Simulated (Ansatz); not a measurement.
One change: `CO[CH2][AlH][OH]` becomes `COC[SiH2]O`.

Ansatz, PBE0-D4/def2-TZVP geometries, multiplicity 1. Each molecule was computed in one conformer, which needn't be the lowest.

```
                                          property  `CO[CH2][AlH][OH]`
               LUMO energy (B3LYP/def2-TZVPP) / eV               -0.87
                 HOMO energy (PBE/def2-TZVPP) / eV               -5.36
              HOMO–LUMO gap (PBE0/def2-TZVPP) / eV                6.11
size of the dipole moment (ωB97M-V/def2-TZVPP) / D                1.42
           HOMO–LUMO gap (ωB97M-V/def2-TZVPP) / eV                9.98
  size of the dipole moment (B3LYP/def2-TZVPP) / D                1.42
```

Question: Give the same properties after the change, and the shifts. (Best estimate.)

Answer: Computed: 
| property | `COC[SiH2]O` | shift |
| --- | --- | --- |
| LUMO energy (B3LYP/def2-TZVPP) / eV | -0.03 | 0.84 |
| HOMO energy (PBE/def2-TZVPP) / eV | -5.82 | -0.46 |
| HOMO–LUMO gap (PBE0/def2-TZVPP) / eV | 7.52 | 1.41 |
| size of the dipole moment (ωB97M-V/def2-TZVPP) / D | 1.90 | 0.48 |
| HOMO–LUMO gap (ωB97M-V/def2-TZVPP) / eV | 11.50 | 1.52 |
| size of the dipole moment (B3LYP/def2-TZVPP) / D | 1.91 | 0.49 |

With PBE0 the HOMO falls by 0.53 eV and the LUMO rises by 0.88 eV, so the gap widens by about 1.41 eV. PBE moves the HOMO by -0.46 eV and ωB97M-V by -0.56 eV. The zero-point energy changes by 30.5 kJ/mol with +3 modes. Dipoles are sizes alone; their direction can turn.

B3LYP here is the variant with VWN-RPA as its local correlation; programs differ in this.
